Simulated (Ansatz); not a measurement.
Molecule: C4H10O2, charge 0, multiplicity 1. 
Geometry from a B3LYP-D3(BJ)/def2-TZVP (Ansatz, a quantum-chemistry and plane-wave program) optimisation:
```
C
O 1 1.3907
H 1 1.1054 2 109.84
C 2 1.4187 1 114.21 3 52.26
H 4 1.0882 2 106.73 1 -175.56
H 4 1.0916 5 109.64 2 120.73
H 4 1.0972 5 109.14 6 119.44
O 1 1.4213 3 107.79 2 117.95
C 8 1.4111 1 114.54 3 36.90
H 9 1.0887 8 107.04 1 -174.55
H 9 1.0963 10 108.59 8 121.38
H 9 1.0975 10 108.98 11 118.00
C 1 1.5138 3 111.08 2 -119.26
H 13 1.0899 1 109.13 3 178.84
H 13 1.0900 14 109.16 1 120.59
H 13 1.0903 14 109.02 15 118.52
```
Charge 0, spin multiplicity 1.

Property: vertical triplet-singlet gap (E(triplet) - E(singlet); each state is the SCF solution reached for its spin), in kJ/mol. Valence correlation only, unless marked. Open shells are spin-unrestricted. No spin-orbit coupling. No relativistic terms. CBS(X,Y): correlation extrapolated as X^-3; Hartree-Fock from the larger set. The bracket is a focal-point correction in the basis named.

RI-MP2/CBS(aug-cc-pVTZ,aug-cc-pVQZ)+[CCSD(T)-MP2]/aug-cc-pVTZ (Ansatz) gives 683.5 kJ/mol.

Problem. Another calculation gave 694.3 kJ/mol. Which level was it?
A) wB97M-V/def2-TZVPD (Ansatz)
B) BHLYP/def2-TZVPD (Ansatz)
C) B3LYP/def2-TZVPD (Ansatz)
D) PBE/def2-TZVPD (Ansatz)

Solution. A, wB97M-V/def2-TZVPD (Ansatz). The others give 678.5 (BHLYP), 644.1 (B3LYP), 592.2 (PBE) kJ/mol.
